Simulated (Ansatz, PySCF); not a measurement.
Energy difference R1 + R2 → P1, each structure at its B3LYP-D3(BJ)/def2-TZVP stationary point, reached from a drawn start (curvature not checked).
P1: H2O3S (SMILES O=S(O)O), charge 0, multiplicity 1.
R1, H2O (SMILES O) (charge 0, multiplicity 1):
```xyz
3

O      0.000     0.000     0.390
H      0.000     0.765    -0.195
H      0.000    -0.765    -0.195
```
R2: SO2 (SMILES O=S=O), charge 0, multiplicity 1.

P less R. No zero-point or thermal terms. One arrangement of each flexible species, with no search for the lowest.

The values were computed with Ansatz (Gaussian basis) for Hartree–Fock, density functionals and correlated methods; PySCF for the D3/D4 terms. No computed number here is a measurement.

Problem. One of these levels gives -3.27 kcal/mol for the reaction energy. Which one is it?
(A) BHLYP-D4/def2-TZVPPD
(B) CAM-B3LYP/def2-TZVPPD
(C) HF/aug-cc-pV(D+d)Z
(D) PBE/def2-TZVPPD

Solution. A, BHLYP-D4/def2-TZVPPD. The others give -1.69 (HF/aug-cc-pV(D+d)Z), 1.17 (PBE/def2-TZVPPD), -0.61 (CAM-B3LYP/def2-TZVPPD)

Ansatz is an electronic-structure program.
